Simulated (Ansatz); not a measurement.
CH$_{4}$FOSn, SMILES `[CH3][SnH]([O])[F]` radical, relaxed with UKS PBE0-D4/def2-TZVP in the Gaussian-basis code of Ansatz from a PBE-D4/def2-SVP geometry. The force threshold is 0.005 eV/Å; the program also tests the step.

Total charge 0; spin multiplicity 2. Sn takes the def2 core potential.

Start:

```xyz
8

C    -0.967    0.158   -0.707
Sn    0.688   -0.181    0.636
O     2.050   -1.327   -0.308
F     1.526    1.567    0.959
H    -0.578    0.622   -1.633
H    -1.448   -0.812   -0.935
H    -1.686    0.838   -0.213
H     0.415   -0.864    2.202
```

Question: By how much does the energy fall, and how many steps does the optimiser take? (Best estimate.)

Answer: The calculation gave: 0.07 eV, in 5 steps.

Question: Which bonds change most? (Best estimate.)

Answer: Ansatz gave: Sn2–F4 from 1.965 to 1.923 Å; C1–Sn2 from 2.158 to 2.117 Å; Sn2–O3 from 2.015 to 1.979 Å; Sn2–H8 from 1.730 to 1.699 Å.

Question: Give the relaxed structure. (Estimate.)

Answer: The calculation gave: 
```xyz
8

C    -0.949    0.155   -0.695
Sn    0.657   -0.194    0.639
O     2.014   -1.290   -0.296
F     1.473    1.524    0.926
H    -0.551    0.608   -1.602
H    -1.444   -0.785   -0.937
H    -1.657    0.838   -0.226
H     0.457   -0.857    2.190
```
